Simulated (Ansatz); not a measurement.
(AgH)n off (charge -1): PBE0-D4/def2-TZVPD single points in Ansatz on relaxed structures, gas phase. Each cluster is the lowest isomer that a short search found in that spin, judged at the geometry's level, and lower ones may exist. Core potentials for Ag, no spin–orbit coupling. HOMO and LUMO are taken over both spins. Singlets are spin-restricted. The spins of the ions were chosen, not always searched. A dash marks a value that wasn't run or was left out as unsound. The structures are stationary points that may keep the symmetry of their start. Remarks come from the PBE and PBE0 runs and from stability tests at other levels; not every state was tested. A HOMO above zero means that the electron is unbound at that level and held by the basis, or that self-interaction error raises the level; the energy of removing that electron tells which. HOMO above LUMO (over both spins in singlets and doublets, within one spin in higher multiplets; at PBE or PBE0), or a gap under 0.15 eV within one spin, warns that the state may not be the lowest or that an electron is smeared out.

```
species  atoms                          state              geometry  HOMO (eV)  vertical IE (eV)  lowest of the spins relaxed  point group (within 0.1 Å)                                                                                                       remarks
 Ag2H3⁻      5                        singlet  r2SCAN-D4/def2-TZVPD      -2.04              3.85  singlet, of singlet/quintet                         C2v  HOMO above zero (triplet), gap within one spin near zero at PBE or PBE0 (triplet), HOMO above zero (quintet)
 Ag3H3⁻      6  doublet; oxidised ion singlet     PBE-D4/def2-TZVPD      -0.55                 –  doublet, of doublet/quartet                           –             HOMO above zero at PBE or PBE0, restricted, untested (neutral singlet), HOMO above zero (quartet)
```

(1) Estimate the rows for Ag3H4⁻ (singlet, r2SCAN-D4/def2-TZVPD geometry).

(1) 
```
species  atoms    state              geometry  HOMO (eV)  vertical IE (eV)  lowest of the spins relaxed  point group (within 0.1 Å)
 Ag3H4⁻      7  singlet  r2SCAN-D4/def2-TZVPD      -2.70              4.27                            –                           –
```
